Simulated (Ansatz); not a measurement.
```xyz
9

O     1.8726   -0.0203    0.7589
Ge    0.3626    0.7745    0.2923
F     0.7473    1.8347   -1.0428
Ge   -1.1187   -0.9609   -0.5112
H     2.5245    0.5840    1.1229
H    -0.1076    1.7366    1.4031
H    -2.3960   -0.3099   -1.0572
H    -1.4764   -1.8941    0.6531
H    -0.4084   -1.7447   -1.6191
```

Total charge 0; spin multiplicity 1.

Problem. List the r2SCAN/def2-TZVPP orbital energies in eV (Ansatz 0.2.0). (An estimate is asked.)

Solution. Ansatz gave: Occupied: -10835.21, -10834.52, -1350.20, -1349.65, -1200.27, -1200.25, -1200.24, -1199.71, -1199.69, -1199.69, -665.28, -515.96, -168.49, -167.81, -118.23, -118.17, -118.13, -117.52, -117.48, -117.48, -32.01, -31.59, -31.43, -31.41, -31.40, -30.79, -30.78, -30.76, -30.72, -30.71, -29.48, -26.00, -15.36, -13.85, -12.26, -10.67, -10.04, -9.64, -9.11, -9.10, -8.62, -8.01, -7.53. Lowest empty: -0.64, -0.61, -0.42, 0.51, 1.22, 1.43, 2.20, 2.50.
